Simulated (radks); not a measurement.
Species: P. Configuration: [Ne] 3s2 3p3 (the NIST ground configuration).

All-electron calculation, non-relativistic Kohn-Sham, LB94 model potential, spin-polarised, spherical densities, point nucleus; open shells are filled with parallel spins first. Program: a radial shooting solver on a logarithmic mesh with Libxc functionals.

Energy parts (eV):
kinetic: 9335.011
electron-nucleus: -22188.437
Hartree: 4200.626
(The LB94 potential has no energy functional, so no total or exchange-correlation energy is given.)

Orbitals (lengths in bohr, moments of r in powers of bohr):
orbital	occ.	eigenvalue (eV)	<r>
1s up	1	-2121.615	0.1036
1s down	1	-2121.745	0.1035
2s up	1	-185.9644	0.5204
2s down	1	-185.8100	0.5221
2p up	3	-137.8994	0.4812
2p down	3	-137.6897	0.4834
3s up	1	-18.3599	1.891
3s down	1	-17.9517	1.854
3p up	3	-10.0326	2.337
3p down	0	-9.4066	2.316

The highest occupied level is 3p up at -10.033 eV. The density falls to 0.001 e/bohr^3 at r = 4.25 bohr. The spin density at the nucleus is -0.2198 e/bohr^3 (1s -0.0708, 2s 0.4870, 3s -0.6360), a Fermi contact field of -11.5 T. The electron density at the nucleus is 2191 e/bohr^3. Summed over all electrons, <r^2> = 30.25 bohr^2, which gives a Langevin (diamagnetic) susceptibility term of -24 x 10^-6 cm^3/mol.
